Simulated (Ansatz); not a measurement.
One change: `[AlH2][NH][SiH2]O[SiH3]` becomes `OC[SiH2]O[SiH3]`.

Ansatz, PBE0-D4/def2-TZVP geometries, multiplicity 1. Each molecule was computed in one conformer, which needn't be the lowest.

| property | `[AlH2][NH][SiH2]O[SiH3]` |
| --- | --- |
| HOMO–LUMO gap (PBE0/def2-TZVPP) / eV | 7.14 |
| HOMO energy (PBE/def2-TZVPP) / eV | -6.85 |
| HOMO–LUMO gap (ωB97M-V/def2-TZVPP) / eV | 11.08 |
| size of the dipole moment (PBE/def2-TZVPP) / D | 1.14 |
| LUMO energy (PBE0/def2-TZVPP) / eV | -1.02 |
| HOMO–LUMO gap (B3LYP/def2-TZVPP) / eV | 6.68 |

Q: What does the change do to each property? (Best estimate.)

A: Ansatz gave: 
| property | `OC[SiH2]O[SiH3]` | shift |
| --- | --- | --- |
| HOMO–LUMO gap (PBE0/def2-TZVPP) / eV | 8.24 | 1.10 |
| HOMO energy (PBE/def2-TZVPP) / eV | -6.59 | 0.26 |
| HOMO–LUMO gap (ωB97M-V/def2-TZVPP) / eV | 12.22 | 1.14 |
| size of the dipole moment (PBE/def2-TZVPP) / D | 2.26 | 1.12 |
| LUMO energy (PBE0/def2-TZVPP) / eV | 0.08 | 1.10 |
| HOMO–LUMO gap (B3LYP/def2-TZVPP) / eV | 7.80 | 1.12 |

Dipoles are sizes alone; their direction can turn.

B3LYP here is the variant with VWN-RPA as its local correlation; programs differ in this.
